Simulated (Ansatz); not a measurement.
ZnBr₂ (the lowest singlet isomer of a short search) was relaxed with PBE0-D4 (def2-TZVP) in Ansatz in these states: neutral quintet, neutral singlet, neutral triplet. The geometries follow in no particular order.

A:

```xyz
3

Zn    0.000    0.000    0.000
Br    0.262   -1.690   -2.441
Br   -0.262    1.690    2.441
```

B:

Cartesian coordinates in Å:
```
Zn 0.977 -0.218 -0.906
Br 0.192 1.323 0.895
Br -1.169 -1.105 0.011
```

C:

Cartesian coordinates in Å:
```
Zn -0.001 0.000 0.000
Br 0.518 -0.932 -1.952
Br -0.518 0.933 1.952
```

Q: Judge from the bond lengths which geometry belongs to which state (an estimate).

A: A is the neutral quintet (Zn1–Br3 2.980 Å, Zn1–Br2 2.980 Å); B is the neutral triplet (Zn1–Br3 2.497 Å, Zn1–Br2 2.497 Å); C is the neutral singlet (Zn1–Br3 2.225 Å, Zn1–Br2 2.225 Å).

At PBE0-D4/def2-TZVP a singlet lies 9.20 eV below the neutral quintet. At PBE0-D4/def2-TZVP a singlet lies 3.09 eV below the neutral triplet. In the triplet, Br2 and Br3 lie 2.92 Å apart (atoms count from 1), so these atoms are partly bonded to each other. These are the stationary points nearest to one start from a short search; other shapes may lie lower in each state.
